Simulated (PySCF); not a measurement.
**Computed structure and properties of [Er(N2)2]3+**

System: [Er(N2)2]3+ (singlet in the valence; each metal's 4f electrons, 11 of them, lie in its core potential, out of spins and levels); start: displaced along the imaginary mode (C2v). Method: PySCF 2.14.0, RKS B3LYP, Er lcecp-1-SVP with ECP57, N def2-SVP; non-relativistic Hamiltonian with scalar-relativistic core potentials where named; density fitting; no spin-orbit coupling.

Input of the relaxation:

```python
mol = gto.M(atom='''
Er    -0.01216     0.06937     0.00000
N      0.02889    -0.16474     2.41272
N      0.04318    -0.24624     3.52119
N      0.02889    -0.16474    -2.41272
N      0.04318    -0.24624    -3.52119''',
    basis={'Er': 'lcecp-1-SVP', 'N': 'def2-SVP'},
    ecp={'Er': 'lcecp-1-SVP'},
    charge=3, spin=0)
mf = dft.RKS(mol, xc='B3LYP')
mf.grids.atom_grid = (50, 194)  # f atoms: unpruned, at least (60, 302)
mf = mf.density_fit()  # fitting sets: Er AutoAux, N def2-universal-JKFIT
mf.conv_tol = 1e-08; mf.max_cycle = 55
mf.kernel(dm0)  # dm0: converged density of the start geometry
# quasi-Newton relaxation in Cartesian coordinates to a largest gradient under 0.00045 Eh/bohr, steps kept in the point group
```

Run from Python with OMP_NUM_THREADS=2; the lines above give its settings. Where DIIS fails, smearing, a level shift and second-order steps follow.
It took 51 s on 2 threads of Intel(R) Xeon(R) 6975P-C (Granite Rapids) (shared host), from the converged density of the start.

Course of the relaxation:

| step | energy above end (eV) | largest force component within the symmetry (eV/Å) |
| --- | --- | --- |
| 0 | 0.1197 | 0.480 |
| 1 | 0.1191 | 0.649 |
| 2 | 0.1158 | 0.116 |
| 3 | 0.1137 | 0.140 |
| 4 | 0.1090 | 0.685 |
| 5 | 0.1024 | 1.124 |
| 6 | 0.0946 | 2.232 |
| 7 | 0.0625 | 0.817 |
| 16 | 0.0024 | 0.192 |
| 17 | 0.0007 | 0.036 |
| 18 | 0.0004 | 0.012 |
| 19 | 0.0002 | 0.080 |
| 20 | 0.0001 | 0.035 |
| 21 | 0.0000 | 0.005 |
(The steps between are left out.)

Relaxed geometry (C2v):

```xyz
5

Er   -0.2035    1.1603    0.0000
N     0.0304   -0.1732    1.9605
N     0.1374   -0.7833    2.8799
N     0.0304   -0.1732   -1.9605
N     0.1374   -0.7833   -2.8799
```

```csv
contact,Å
Er1–N2 (N2),2.382
Er1–N4 (N2),2.382
```

On the finer grid (75, 302):

```json
{
  "HOMO": "-27.15 eV",
  "LUMO": "-20.48 eV",
  "Dipole about the centre of mass": "0.79 D",
  "Set of Mulliken populations of Er1 outside the core potential": "s 2.13, p 6.09, d 0.35, f 0.02",
  "D3(BJ) dispersion energy (not in the energies)": "-0.182 eV"
}
```

```json
{"atom": "Er1", "Mulliken (e)": "2.41", "Löwdin (e)": "2.06", "spin (e)": "0.00"}
{"atom": "N2", "Mulliken (e)": "-0.05", "Löwdin (e)": "0.02", "spin (e)": "0.00"}
{"atom": "N3", "Mulliken (e)": "0.35", "Löwdin (e)": "0.45", "spin (e)": "0.00"}
{"atom": "N4", "Mulliken (e)": "-0.05", "Löwdin (e)": "0.02", "spin (e)": "0.00"}
{"atom": "N5", "Mulliken (e)": "0.35", "Löwdin (e)": "0.45", "spin (e)": "0.00"}
```

The 4f levels lie in the core potential and are missing. Their spin isn't counted.

On the grid (50, 194), as all that follows. Harmonic modes: a minimum within the noise of the softest modes; lowest 36 cm⁻¹ (negative: unstable), highest 2416 cm⁻¹, zero-point energy 0.401 eV.

Taking off one N2 (charge 0, singlet; the rest: singlet) in vacuum, both parts rigid, costs 2.40 eV; the small basis without counterpoise inflates it. Parting with an electron moved from the ligand to the metal can be far cheaper, even downhill.

Rigid scan of N2 along the line from its metal:

distance to N2 (Å), energy (eV) and a bar:
```
     2.08      0.519 ##############################
     2.18      0.198 ###########
     2.28      0.043 ##
     2.38      0.000 
     2.48      0.032 ##
     2.58      0.113 #######
     2.78      0.349 ####################
```

One start shape was tried, so this needn't be the lowest isomer.

An lcecp potential fixes the number of 4f electrons, so in runs with it no electron can move into or out of that shell.
